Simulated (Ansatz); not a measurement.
**Question.** Name a neutral molecule of Cl, In and H with ideal-gas entropy at 298 K and 1 bar (rigid rotor, harmonic PBE0-D4/def2-TZVP) between 261 and 277 J/(mol·K) and size of the dipole moment (PBE/def2-TZVPP) between 2.60 and 2.90 D (Ansatz, PBE0-D4/def2-TZVP geometry).

**Answer.** `[Cl][InH2]` (276 J/(mol·K), 2.65 D). Other molecules can fit too; these were computed, each in one conformer that needn't be the lowest.
